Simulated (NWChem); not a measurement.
System: C2H5FOSi; SMILES C(C=O)[SiH2]F

The following NWChem deck was run.

```
start job
memory heap 200 mb stack 900 mb global 1100 mb
geometry units angstroms noautoz
  O      0.273392    -2.364889     0.528821
  C      0.377843    -1.533846    -0.347377
  C     -0.669015    -0.498567    -0.661819
  Si    -0.412813     1.113099     0.301640
  F      0.959699     1.816689    -0.184039
  H      1.299772    -1.475163    -0.967300
  H     -0.677171    -0.263538    -1.733677
  H     -1.655083    -0.880841    -0.366736
  H     -0.317644     0.830332     1.752906
  H     -1.544071     2.029195     0.009264
end
basis spherical
  * library def2-tzvp
end
dft
  xc xpbe96 cpbe96
  iterations 150
  semidirect filesize 400000000
  mulliken
end
task dft energy
```

Coordinates come from a B3LYP/6-31G* (spherical d) optimisation.

**Question.** Give the results of this calculation. (PBE/def2-TZVP.) Quantities: energy (Ha); highest occupied level (eV); orbital gap (eV); dipole (D).

**Answer.** 
| Property | Value |
|---|---|
| energy (Ha) | -543.52 |
| highest occupied level (eV) | -6.02 |
| orbital gap (eV) | 3.81 |
| dipole (D) | 2.41 |
